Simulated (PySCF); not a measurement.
B3LYP has the VWN-RPA correlation part, as in Gaussian. 

Cartesian coordinates (Å):
```xyz
11

W      0.0668     0.4608     0.1152
Cl    -1.0708    -0.7573    -1.6352
Cl     0.5012    -1.6666     1.1785
O     -0.3006     2.0628    -0.7945
H     -0.7005     2.2790    -1.6576
O      0.9499     1.3280     1.5279
H      1.3392     1.0408     2.3749
O      1.6341     0.0636    -0.8758
H      1.8726    -0.8038    -1.2546
O     -1.6023     0.3571     1.0090
H     -2.1791    -0.4286     1.0632
```
Charge 0, spin multiplicity 1.

### Question
What is the computed charge on the central atom (Mulliken), total energy, LUMO, dipole moment, HOMO–LUMO gap and HOMO (B3LYP-D3(BJ)/def2-TZVP // BP86-D3(BJ)/def2-SVP (PySCF 2.14.0))?

### Answer

```json
{
  "charge on the central atom (Mulliken)": "1.48 e",
  "total_energy": "-35137.34 eV",
  "LUMO": "-4.13 eV",
  "dipole_moment": "1.56 D",
  "HOMO–LUMO gap": "3.83 eV",
  "HOMO": "-7.96 eV"
}
```
